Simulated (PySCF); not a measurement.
# Sn¹⁹⁺: fine-structure interval

Sn¹⁹⁺ [Ar] 3d10 4s2 4p1 [4p1/2^1, M_J = 1/2] → Sn¹⁹⁺ [Ar] 3d10 4s2 4p1 [4p3/2^1, M_J = 3/2], as a difference of total energies. Computed with PySCF 2.14 in an even-tempered Gaussian basis (18 s from 1.2 bohr⁻², ratio 2.8; 13 p from 1.5 bohr⁻², ratio 2.8; 8 d from 2.7 bohr⁻², ratio 2.8; 4 f from 7.6 bohr⁻², ratio 3), with the two-component X2C-1e Hamiltonian. Correlated levels: [Ne] frozen; the 76 highest virtual spinors dropped. "Screened" scales the spin-orbit matrix elements by Boettger's factors to mimic the two-electron term; Breit and QED terms are absent.

```tsv
method	fine-structure interval (cm⁻¹)
GHF (screened spin-orbit)	93759
GMP2 (screened spin-orbit)	92319
GHF (bare spin-orbit)	97786
```
